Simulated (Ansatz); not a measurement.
The same path of F2GeH2O + H4Si (11 atoms, charge 0, multiplicity 1) was run twice with different band settings. Lost on the way: Ge1–O2, Si7–H11. Made: Ge1–Si7, O2–H11.

Level of theory: Ansatz 0.2.0, RKS B3LYP-D4/def2-SVP.

Relaxed end points:

```xyz
11
Properties=species:S:1:pos:R:3
Ge -0.370 0.520 -0.105
O -0.783 0.686 1.587
H -0.251 0.120 2.168
F 1.284 0.970 -0.357
H -1.312 1.319 -0.992
F -0.386 -1.166 -0.532
Si 1.575 -2.672 1.362
H 0.572 -3.661 0.888
H 2.321 -2.068 0.228
H 2.527 -3.331 2.300
H 0.879 -1.586 2.119
```

```xyz
11
Properties=species:S:1:pos:R:3
Ge 0.543 -0.099 -0.197
O -0.501 -0.560 2.368
H -1.260 -0.747 1.792
F 0.867 -0.002 -1.915
H 0.694 1.339 0.326
F -1.189 -0.455 -0.194
Si 1.687 -1.985 0.718
H 0.681 -3.060 0.940
H 2.726 -2.466 -0.237
H 2.330 -1.597 2.003
H -0.522 -1.235 3.059
```

Common settings: spring 5.0 eV/Å²; optimiser quadratic models (default); start path through a guess of the saddle point; force threshold 0.05 eV/Å; iteration limit 60; end points relaxed.

| run | movable images | climbing image |
| --- | --- | --- |
| 1 | 5 | yes |
| 2 | 6 | no |

Task: What does each run give, and how far can it be trusted?

Result: Run 1: converged after 26 iterations, highest image 2.530 eV above the first end. Neighbouring images differ by up to 2.3 eV, so the band resolves the path poorly. A vibrational analysis at the climbing image gives one clearly imaginary mode, 1426i cm⁻¹, and a faint second one (26i cm⁻¹) that may be numerical noise or a soft torsion: probably a first-order saddle point.
Run 2: converged after 39 iterations, highest image 1.251 eV above the first end. No image climbed, so the highest image needn't sit at the top of the path.
The orbitals stay closed-shell, which can raise the energy where a bond breaks towards radicals; this wasn't checked here.
